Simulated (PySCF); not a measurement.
CH₃ClFNSi₂, SMILES F[Si@]1(Cl)N=C[SiH2]1.

Geometry optimised at B3LYP-D3(BJ)/def2-SVP. The structure was generated by enumeration; whether it is a known compound was not checked.

These are TDA-PBE0/def2-SVPD (PySCF) values and carry that method's errors.

Vertical excitations. The molecule is in vacuum.

| state | energy (eV) | λ (nm) | f | main pairs |
|---|---|---|---|---|
| S1 | 3.72 | 333 | 0.000 | HOMO→LUMO 99 % |
| S2 | 5.27 | 235 | 0.000 | HOMO−1→LUMO 77 %, HOMO→LUMO+1 19 % |
| S3 | 5.32 | 233 | 0.002 | HOMO→LUMO+1 80 %, HOMO−1→LUMO 18 % |
| S4 | 5.65 | 219 | 0.005 | HOMO→LUMO+2 95 % |
| S5 | 6.15 | 202 | 0.004 | HOMO→LUMO+3 91 % |
| S6 | 6.73 | 184 | 0.014 | HOMO→LUMO+4 90 % |
| S7 | 6.83 | 181 | 0.058 | HOMO−1→LUMO+1 43 %, HOMO−2→LUMO 37 % |
| S8 | 6.97 | 178 | 0.065 | HOMO−2→LUMO 40 %, HOMO−1→LUMO+1 18 %, HOMO−1→LUMO+3 10 %, HOMO−3→LUMO 9 % |
| S9 | 7.03 | 176 | 0.036 | HOMO−1→LUMO+2 76 % |
| S10 | 7.15 | 173 | 0.007 | HOMO−3→LUMO 77 % |
| T1 | 2.92 | 424 | 0 | HOMO→LUMO 97 % |
| T2 | 4.81 | 258 | 0 | HOMO−2→LUMO 44 %, HOMO−5→LUMO 21 %, HOMO−4→LUMO 20 %, HOMO−3→LUMO 8 % |
| T3 | 4.98 | 249 | 0 | HOMO−1→LUMO 70 %, HOMO→LUMO+1 15 % |
| T4 | 5.07 | 244 | 0 | HOMO→LUMO+1 76 %, HOMO−1→LUMO 16 % |
Triplets are in the Tamm–Dancoff approximation.
